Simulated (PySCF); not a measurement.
Changes within a family of molecules, several properties at once.

PySCF, PBE0/def2-SVPD, density fitting, gas phase; each molecule at its own PBE0-D3(BJ)/def2-SVP geometry, one conformer. Singlet excitations by full TDDFT with frozen cores, triplets by Tamm–Dancoff TDDFT and ionisation energies by ΔSCF, from the lowest of the holes tried. 

Torsions of the conformers computed, which needn't be the lowest (atom-mapped SMILES):
- `[CH2:1]=[CH:2][SiH2:3][NH:4][GeH3:5]`: C1–C2–Si3–N4 1°, C2–Si3–N4–Ge5 -91°
- `[CH3:1][C:2](=[O:3])[NH:4][SiH2:5][NH:6][GeH3:7]`: C1–C2–N4–Si5 178°, C2–N4–Si5–N6 62°, N4–Si5–N6–Ge7 -75°
- `[O:1]=[CH:2][NH:3][SiH2:4][NH:5][GeH3:6]`: O1–C2–N3–Si4 2°, C2–N3–Si4–N5 -60°, N3–Si4–N5–Ge6 78°
- `[O:1]=[C:2]([OH:3])[SiH2:4][NH:5][GeH3:6]`: O1–C2–Si4–N5 2°, C2–Si4–N5–Ge6 -1°, H–O3–C2–O1 0°
- `[CH3:1][B:2]([CH3:3])[SiH2:4][NH:5][GeH3:6]`: C1–B2–Si4–N5 144°, B2–Si4–N5–Ge6 -37°
- `[SiH3:1][O:2][SiH2:3][NH:4][GeH3:5]`: Si1–O2–Si3–N4 -15°, O2–Si3–N4–Ge5 89°

Reference: `C=C[SiH2][NH][GeH3]`, with HOMO energy -7.24 eV, LUMO energy -0.34 eV, lowest singlet excitation 5.68 eV, lowest triplet excitation 4.20 eV, mean polarisability 89.9 au, dipole moment 0.93 D and vertical ionisation energy 9.04 eV.

Changes against it:

| molecule | Δ HOMO energy (eV) | Δ LUMO energy (eV) | Δ lowest singlet excitation (eV) | Δ lowest triplet excitation (eV) | Δ mean polarisability (au) | Δ dipole moment (D) | Δ vertical ionisation energy (eV) |
| --- | --- | --- | --- | --- | --- | --- | --- |
| O=C(O)[SiH2][NH][GeH3] | -0.12 | -0.50 | -0.53 | +0.25 | -4.6 | +0.05 | +0.19 |
| CB(C)[SiH2][NH][GeH3] | +0.32 | -0.99 | -1.38 | -0.63 | +16.9 | -0.28 | -0.39 |
| [SiH3]O[SiH2][NH][GeH3] | -0.41 | +0.22 | +0.51 | +1.62 | +3.8 | +0.56 | +0.44 |

Rows whose labels were lost:

| row | Δ HOMO energy (eV) | Δ LUMO energy (eV) | Δ lowest singlet excitation (eV) | Δ lowest triplet excitation (eV) | Δ mean polarisability (au) | Δ dipole moment (D) | Δ vertical ionisation energy (eV) |
| --- | --- | --- | --- | --- | --- | --- | --- |
| P | +0.06 | +0.29 | -0.15 | +0.88 | +9.5 | +2.63 | -0.14 |
| Q | -0.09 | +0.14 | -0.23 | +0.77 | -2.8 | +2.36 | +0.06 |

Question: Which row belongs to which of `CC(=O)N[SiH2][NH][GeH3]` and `O=CN[SiH2][NH][GeH3]`?

Answer: P = `CC(=O)N[SiH2][NH][GeH3]` and Q = `O=CN[SiH2][NH][GeH3]`. P and Q are told apart most clearly by the mean polarisability (+9.5 against -2.8 au).

Question: Which row has the smallest HOMO–LUMO gap and which the largest, and does the HOMO or the LUMO shift more there?

Answer: Smallest, counted from the reference: `CB(C)[SiH2][NH][GeH3]`, -1.31 eV (HOMO +0.32, LUMO -0.99), the larger shift being that of the LUMO. Largest: `[SiH3]O[SiH2][NH][GeH3]`, +0.63 eV (HOMO -0.41, LUMO +0.22), the larger shift being that of the HOMO.
